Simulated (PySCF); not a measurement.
C2H6BNO, SMILES O1B(N)CC1. Atoms are numbered in the order given.

```xyz
11

N      0.0487    -1.9220     0.0000
B      0.0432    -0.5246     0.0000
C      1.1012     0.6689     0.0000
C     -0.2197     1.4743     0.0000
O     -1.0728     0.2976     0.0000
H      0.8976    -2.4705     0.0000
H     -0.8055    -2.4670     0.0000
H      1.7248     0.7988    -0.8967
H      1.7248     0.7988     0.8967
H     -0.4021     2.0881    -0.8981
H     -0.4021     2.0881     0.8981
```
Charge 0, spin multiplicity 1.

Geometry: B3LYP-D3(BJ)/def2-SVP. The structure was generated by enumeration, and PubChem lists no compound with its InChIKey, so it may never have been made. Other conformers were not sampled.

The numbers are results of PySCF with PBE/pcSseg-1, not measurements.

GIAO shieldings, no solvent; atoms listed in one row are averaged. δ = σ(ref) − σ: ¹⁵N against NH3 (σ = 267.0 ppm); ¹¹B against BF3 (σ = 83.9 ppm); ¹³C against TMS (σ = 182.0 ppm); ¹⁷O against H2O (σ = 334.3 ppm); ¹H against TMS (σ = 31.49 ppm), references at their B3LYP-D3(BJ)/def2-TZVP geometries, non-relativistic.

| nucleus | atoms | count | δ (ppm) |
|---|---|---|---|
| ¹⁵N | N1 | 1 | 75.2 |
| ¹¹B | B2 | 1 | 21.2 |
| ¹³C | C4 | 1 | 74.3 |
| ¹³C | C3 | 1 | 15.0 |
| ¹⁷O | O5 | 1 | 190.2 |
| ¹H | H10, H11 | 2 | 4.80 |
| ¹H | H7 | 1 | 2.98 |
| ¹H | H6 | 1 | 2.75 |
| ¹H | H8, H9 | 2 | 1.75 |
